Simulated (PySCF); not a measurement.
As₂.
Cartesian coordinates in Å at the PBE0-D3(BJ)/def2-SVP level; atoms count from 1:
```
atom  x, y, z in Å
As1    1.0483   -0.0074   -0.0038
As2   -1.0428    0.0099   -0.0245
```

Method used: TDDFT PBE0/def2-SVPD, vertical, gas phase, core orbitals frozen in the response in PySCF. The PBE0/def2-SVPD calculation is non-relativistic and has no spin–orbit coupling, an omission that weighs most on arsenic.

Transition dipole moments from the ground state, in atomic units and in the frame of the coordinates above (overall signs are arbitrary), for the states with f of 0.002 or more among the lowest 10:

```json
{"state": "S6", "E (eV)": "5.553", "μx": "-1.201", "μy": "0.010", "μz": "-0.012"}
{"state": "S9", "E (eV)": "7.224", "μx": "0.001", "μy": "-0.718", "μz": "-0.736"}
{"state": "S10", "E (eV)": "7.224", "μx": "0.013", "μy": "0.736", "μz": "-0.718"}
```

Question: Work out the oscillator strengths.

Answer: f = (2/3) ΔE |μ|² with ΔE in hartree (27.2114 eV).

| state | \|μ\|² (au) | \|μ\| (D) | f |
| --- | --- | --- | --- |
| S6 | 1.443 | 3.05 | 0.196 |
| S9 | 1.057 | 2.61 | 0.187 |
| S10 | 1.057 | 2.61 | 0.187 |

Question: Label these states by symmetry in D∞h.

Answer: The ground state is totally symmetric, so the direction of μ fixes the label. Polarised along the molecular axis, so Σu+: S6. Polarised across the molecular axis, so Πu: S9 and S10.

Question: What peak molar absorption coefficient would the strongest computed level give as a lone Gaussian band 0.3 eV wide at half height?

Answer: ε(max) = 2.175×10⁸ f / FWHM, with the width in cm⁻¹. S9/S10 (f summed): 2.175×10⁸ × 0.3739 / 2420 ≈ 34000 L mol⁻¹ cm⁻¹.

S9/S10 coincide within about 0.01 eV; within a degenerate level the directions of the single components are arbitrary.

The vertical ionisation energy (ΔSCF) is 9.75 eV, 2.52 eV above S10.
